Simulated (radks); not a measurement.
Problem. These are the eigenvalues of the occupied orbitals of an atom or ion with whole-number occupations (eV). Calculated with a radial shooting solver on a logarithmic mesh with Libxc functionals: scalar-relativistic Kohn-Sham, PBE, spin-polarised, spherical densities, finite nucleus; Fermi nuclear charge, rms radius of each element as measured or else 0.836 A^(1/3) + 0.57 fm.

1s up: -3920.584
1s down: -3915.871
2s up: -893.6769

Which element is it, and in what charge state? The configuration may be excited. Open shells, if any, are filled with parallel spins first.

Solution. Z = 18, argon, charge +15: Ar15+ in [He] 2s1. The list shows which subshells hold electrons but not how many an open one holds; the 1s level, -144.08 hartree, gives Z - s = 17.0 by -(Z - s)^2/2, which with screening and relativity narrows Z to a few neighbours, and the depths of the outer levels then fix element, charge and occupations together.
